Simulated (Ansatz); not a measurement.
Ansatz results at the PBE0-D4/def2-TZVP geometry: ideal-gas entropy at 298 K and 1 bar (rigid rotor, harmonic PBE0-D4/def2-TZVP) 381 J/(mol·K); HOMO–LUMO gap (ωB97M-V/def2-TZVPP) 9.30 eV; zero-point energy (PBE0-D4/def2-TZVP) 170.8 kJ/mol.

Problem. Which molecule gave them?
A. `B[O][GaH2]`
B. `OP1[SiH2]C[Se]1`
C. `C=[C]([GaH2])[SnH3]`
D. `C=C([SeH])CO`

Solution. C. The others give `C=C([SeH])CO`: 348, 10.41, 217.9; `B[O][GaH2]`: 315, 10.05, 99.8; `OP1[SiH2]C[Se]1`: 356, 9.81, 159.7.
